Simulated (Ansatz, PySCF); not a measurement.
C3H9BO2, SMILES COB(C)CO. Atoms are numbered in the order given.

```xyz
15

C     -0.2401     2.4581     0.0000
O     -0.7670     1.1478     0.0000
B      0.0136     0.0327     0.0000
C      1.5872     0.0947     0.0000
C     -0.7978    -1.3302     0.0000
O      0.0699    -2.4530     0.0000
H      0.3792     2.6471    -0.8935
H     -1.0801     3.1683     0.0000
H      0.3792     2.6471     0.8935
H      1.9614     0.6454    -0.8822
H      1.9614     0.6454     0.8822
H      2.0282    -0.9110     0.0000
H     -1.4747    -1.3223    -0.8832
H     -1.4747    -1.3223     0.8832
H     -0.4662    -3.2548     0.0000
```

The structure is a stationary point at B3LYP-D3(BJ)/def2-SVP. The structure was generated by enumeration, and PubChem lists no compound with its InChIKey, so it may never have been made. Other conformers were not sampled.

Vertical ionisation energy (IE) and electron affinity (EA) in eV. Rows of orbital energies are one-electron estimates. Where ΔSCF, EOM or ADC give a negative EA the extra electron is unbound and the value depends on the basis.

```
level                                                                        IE     EA
------------------------------------------------------------------------  -----  -----
−ε(HOMO), −ε(LUMO), HF/def2-TZVP (PySCF)                                  11.43  -3.15
−ε(HOMO), −ε(LUMO), PBE/def2-TZVP (PySCF)                                  5.95   0.51
ΔSCF, CAM-B3LYP/def2-SVPD (Ansatz), final states of multiplicity 2 and 2  10.24  -1.36
ΔSCF, PBE/def2-SVPD (Ansatz), final states of multiplicity 2 and 2            ?      ?
```

### Question
Fill in the missing entries. (Estimate from the structure and the level; the computed values follow.)

### Answer

- ΔSCF, PBE/def2-SVPD (Ansatz, an electronic-structure program), final states of multiplicity 2 and 2, IE: 9.33
- ΔSCF, PBE/def2-SVPD (Ansatz), final states of multiplicity 2 and 2, EA: -1.04

### Question
What vertical singlet–triplet gap does ΔSCF give with CAM-B3LYP/def2-SVPD (Ansatz) and with PBE/def2-SVPD (Ansatz)? (Estimate from the structure and the level; the computed values follow.)

### Answer
6.38 and 5.68 eV (triplet above singlet where positive).
